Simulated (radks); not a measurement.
Results of a calculation; reference values are marked as such.
Q: Ionisation of neutral cadmium, [Kr] 4d10 5s2, to [Kr] 4d10 5s1 as the strength of local exchange is varied. Level of theory: scalar-relativistic Kohn-Sham, Slater X-alpha exchange (alpha = 2/3 is LDA exchange), no correlation, spin-polarised, spherical densities, finite nucleus; Fermi nuclear charge, rms radius 4.6087 fm (a radial shooting solver on a logarithmic mesh with Libxc functionals).

alpha  E(Cd) (hartree)  exchange (hartree)  IE (eV)  -e of the level emptied (eV)  <r> of it (bohr)
0.667      -5584.99312          -144.63928    8.210                    4.935 (5s)             2.929
0.733      -5599.35362          -159.36290    8.658                    5.380 (5s)             2.876
0.826      -5619.65189          -180.23468    9.306                    6.032 (5s)             2.805
0.858      -5626.65326          -187.45009    9.534                    6.262 (5s)             2.781
0.874      -5630.15722          -191.06426    9.648                    6.378 (5s)             2.770
0.984      -5654.30581          -216.02819   10.451                    7.200 (5s)             2.694
x          -5639.58488          -200.79868    9.959                    6.695 (5s)             2.739

Which alpha was used in the last row?

A: alpha = 0.917. NIST Atomic Spectra Database: 8.994 eV (measured). The Delta-SCF value meets it near alpha = 0.78.
